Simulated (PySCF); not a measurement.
# How the method changes the constants of CdB

State: ²Π (doublet), unpaired electrons π ↑. Set-up: PySCF, scalar-relativistic core potentials, basis sets Cd def2-TZVPP with ECP28, B def2-TZVPP. De refers to Cd + B in their high-spin ground configurations, without counterpoise correction. The functionals are run spin-unrestricted. A positive dipole means Cd(−)B(+). Levels whose curve was spin-contaminated or gave no clean fit are not listed.

```
    Level  Re (Å)  ωe (cm⁻¹)  De (eV)  μ (D)
      LDA   2.275        349     0.91  -1.70
      PBE   2.373        297     0.61  -1.87
   revPBE   2.411        278    0.480  -1.92
     TPSS   2.410        278     0.52  -1.93
   r²SCAN   2.362        302     0.58  -1.76
     PBE0   2.424        267    0.448  -1.92
CAM-B3LYP   2.523        196    0.203  -1.58
```

The bond length runs from 2.275 Å (LDA) to 2.523 Å (CAM-B3LYP). De spans 0.20 eV (CAM-B3LYP, range-separated hybrid) to 0.91 eV (LDA, local density).

Spin–orbit coupling is left out. The state is the lowest determinant that a PBE0 search found; another state may lie lower at other levels.

The whole job (state search and all levels along the bond) took about 5.8 min on 1 thread of Arm Neoverse V2 (shared host), peak memory 2.4 GiB.
